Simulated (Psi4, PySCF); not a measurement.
Internal rotation in CH7BrGeSi, SMILES C(Br)[SiH2][GeH3]. Scanned: dihedral Ge1–Si2–C3–Br4; all other coordinates were relaxed at GFN2-xTB. Points at φ and −φ are mirror images. Heavy atoms are numbered in the order of the SMILES [GeH3][SiH2]CBr, hydrogens after them in the order of the atoms that carry them; the mirror image has the same energies with the sign of each dihedral reversed.

Levels: HF/cc-pVTZ // GFN2-xTB (Psi4); MP2/cc-pVTZ = Psi4 with DF-MP2 (frozen core)/cc-pVTZ // GFN2-xTB; RKS-B3LYP/6-31G* = restricted B3LYP/6-31G*, spherical d, density fitting // GFN2-xTB run with PySCF.

Energies in kcal/mol, each method relative to its own lowest point.

```tsv
φ / °	HF/cc-pVTZ	MP2/cc-pVTZ	RKS-B3LYP/6-31G*
-150	1.2	2.1	1.1
-120	2.4	3.5	2.3
-90	0.9	1.8	1.3
-60	0.2	0.0	0.7
-30	2.0	1.4	2.1
0	3.3	2.7	3.1
30	2.0	1.4	2.1
60	0.2	0.0	0.7
90	0.9	1.8	1.3
120	2.4	3.5	2.3
150	1.2	2.1	1.1
180	0.0	0.8	0.0
```
